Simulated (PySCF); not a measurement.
Br$_{5}$Ta, triplet, at a GFN2-xTB geometry (such geometries of metal compounds can be far from the true shape) (the multiplicity is a formal guess) (core potentials on Ta); PySCF with HF/def2-SV(P).

PySCF was given this input:
```python
from pyscf import gto, scf

mol = gto.M(
    atom='''
Ta    0.000000   -0.000000   -0.000000
Br    1.881530   -0.559691    1.744052
Br   -1.881530    0.559691   -1.744052
Br    0.405861    2.422692    0.339622
Br    1.253293   -1.234048   -1.748109
Br   -1.659154   -1.188644    1.408487
''',
    basis='def2-sv(p)',
    ecp={'Ta': 'def2-sv(p)'},
    charge=0,
    spin=2,
    verbose=4,
)

mf = scf.UHF(mol)
mf.kernel()
```

It wrote (shortened):

```
PySCF version 2.14.0

[INPUT] verbose = 4
[INPUT] num. atoms = 6
[INPUT] num. electrons = 188
[INPUT] charge = 0
[INPUT] spin (= nelec alpha-beta = 2S) = 2
[INPUT] symmetry False subgroup None
[INPUT] Mole.unit = angstrom
[INPUT] Symbol           X                Y                Z      unit          X                Y                Z       unit  Magmom
[...]
nuclear repulsion = 2127.76801453961
number of shells = 71
number of NR pGTOs = 420
number of NR cGTOs = 185
basis = def2-sv(p)
ecp = {'Ta': 'def2-sv(p)'}

******** <class 'pyscf.scf.uhf.UHF'> ********
method = UHF
initial guess = minao
damping factor = 0
level_shift factor = 0
DIIS = <class 'pyscf.scf.diis.CDIIS'>
diis_start_cycle = 1
diis_space = 8
diis_damp = 0
SCF conv_tol = 1e-09
SCF conv_tol_grad = None
SCF max_cycles = 50
direct_scf = True
direct_scf_tol = 1e-13
number electrons alpha = 95  beta = 93
Set gradient conv threshold to 3.16228e-05
init E= -12898.8852574595

cycle= 1 E= -12916.9711283522  delta_E= -18.1  |g|= 0.407  |ddm|= 5.86
cycle= 2 E= -12917.0031616951  delta_E= -0.032  |g|= 0.225  |ddm|= 0.705
cycle= 3 E= -12917.0298869395  delta_E= -0.0267  |g|= 0.0862  |ddm|= 0.382
cycle= 4 E= -12917.0351129677  delta_E= -0.00523  |g|= 0.0166  |ddm|= 0.118
cycle= 5 E= -12917.0356076316  delta_E= -0.000495  |g|= 0.00886  |ddm|= 0.0436
cycle= 6 E= -12917.0358646577  delta_E= -0.000257  |g|= 0.00524  |ddm|= 0.0323
cycle= 7 E= -12917.0360612001  delta_E= -0.000197  |g|= 0.00423  |ddm|= 0.0319
cycle= 8 E= -12917.0362349495  delta_E= -0.000174  |g|= 0.00384  |ddm|= 0.0339
cycle= 9 E= -12917.0363477033  delta_E= -0.000113  |g|= 0.00393  |ddm|= 0.0229
cycle= 10 E= -12917.0362383677  delta_E= 0.000109  |g|= 0.00364  |ddm|= 0.0235
cycle= 11 E= -12917.036006607  delta_E= 0.000232  |g|= 0.00254  |ddm|= 0.0714
cycle= 12 E= -12917.0358725201  delta_E= 0.000134  |g|= 0.00145  |ddm|= 0.0808
cycle= 13 E= -12917.0358612926  delta_E= 1.12e-05  |g|= 0.000882  |ddm|= 0.0292
cycle= 14 E= -12917.0358642316  delta_E= -2.94e-06  |g|= 0.000664  |ddm|= 0.00463
cycle= 15 E= -12917.0358663986  delta_E= -2.17e-06  |g|= 0.00053  |ddm|= 0.00388
cycle= 16 E= -12917.035867569  delta_E= -1.17e-06  |g|= 0.000483  |ddm|= 0.00606
cycle= 17 E= -12917.0358697655  delta_E= -2.2e-06  |g|= 0.00044  |ddm|= 0.00381
cycle= 18 E= -12917.0358730398  delta_E= -3.27e-06  |g|= 0.000396  |ddm|= 0.00611
cycle= 19 E= -12917.0358773624  delta_E= -4.32e-06  |g|= 0.000358  |ddm|= 0.00949
[...]
cycle= 22 E= -12917.0358800055  delta_E= -1.16e-06  |g|= 0.00031  |ddm|= 0.00421
cycle= 23 E= -12917.0358814556  delta_E= -1.45e-06  |g|= 0.000275  |ddm|= 0.00487
cycle= 24 E= -12917.035883123  delta_E= -1.67e-06  |g|= 0.000246  |ddm|= 0.00627
cycle= 25 E= -12917.0358850618  delta_E= -1.94e-06  |g|= 0.000209  |ddm|= 0.00853
cycle= 26 E= -12917.0358860322  delta_E= -9.7e-07  |g|= 0.000189  |ddm|= 0.00493
cycle= 27 E= -12917.0358866738  delta_E= -6.42e-07  |g|= 0.00018  |ddm|= 0.00342
cycle= 28 E= -12917.0358875854  delta_E= -9.12e-07  |g|= 0.000164  |ddm|= 0.00475
cycle= 29 E= -12917.035889044  delta_E= -1.46e-06  |g|= 0.000136  |ddm|= 0.00933
cycle= 30 E= -12917.0358902582  delta_E= -1.21e-06  |g|= 9.95e-05  |ddm|= 0.0115
cycle= 31 E= -12917.0358905221  delta_E= -2.64e-07  |g|= 9.53e-05  |ddm|= 0.00401
cycle= 32 E= -12917.0358905835  delta_E= -6.14e-08  |g|= 0.000101  |ddm|= 0.00111
cycle= 33 E= -12917.0358905751  delta_E= 8.38e-09  |g|= 9.92e-05  |ddm|= 0.000415
cycle= 34 E= -12917.0358906314  delta_E= -5.63e-08  |g|= 8.62e-05  |ddm|= 0.000958
cycle= 35 E= -12917.0358907148  delta_E= -8.34e-08  |g|= 6.14e-05  |ddm|= 0.00248
cycle= 36 E= -12917.0358907375  delta_E= -2.27e-08  |g|= 5.75e-05  |ddm|= 0.00104
cycle= 37 E= -12917.0358907589  delta_E= -2.15e-08  |g|= 5.79e-05  |ddm|= 0.000492
cycle= 38 E= -12917.0358907331  delta_E= 2.58e-08  |g|= 5.94e-05  |ddm|= 0.001
cycle= 39 E= -12917.0358907879  delta_E= -5.48e-08  |g|= 5.67e-05  |ddm|= 0.00249
cycle= 40 E= -12917.0358908011  delta_E= -1.32e-08  |g|= 5.96e-05  |ddm|= 0.00121
cycle= 41 E= -12917.0358907967  delta_E= 4.37e-09  |g|= 5.17e-05  |ddm|= 0.000374
cycle= 42 E= -12917.0358908184  delta_E= -2.17e-08  |g|= 4.27e-05  |ddm|= 0.00176
cycle= 43 E= -12917.0358908179  delta_E= 5.64e-10  |g|= 3.82e-05  |ddm|= 0.00189
cycle= 44 E= -12917.0358908141  delta_E= 3.75e-09  |g|= 3.66e-05  |ddm|= 0.000616
cycle= 45 E= -12917.0358908193  delta_E= -5.17e-09  |g|= 3.81e-05  |ddm|= 0.000156
cycle= 46 E= -12917.0358908143  delta_E= 4.96e-09  |g|= 3.67e-05  |ddm|= 0.000245
cycle= 47 E= -12917.0358907938  delta_E= 2.06e-08  |g|= 3.44e-05  |ddm|= 0.000758
cycle= 48 E= -12917.0358907863  delta_E= 7.42e-09  |g|= 3.41e-05  |ddm|= 0.000288
cycle= 49 E= -12917.0358907832  delta_E= 3.18e-09  |g|= 3.44e-05  |ddm|= 0.000256
cycle= 50 E= -12917.0358907841  delta_E= -9.24e-10  |g|= 3.31e-05  |ddm|= 0.000378
SCF not converged.
SCF energy = -12917.0358907841 after 50 cycles  <S^2> = 2.0305182  2S+1 = 3.020277
```

The run did not converge; its last values are not results.
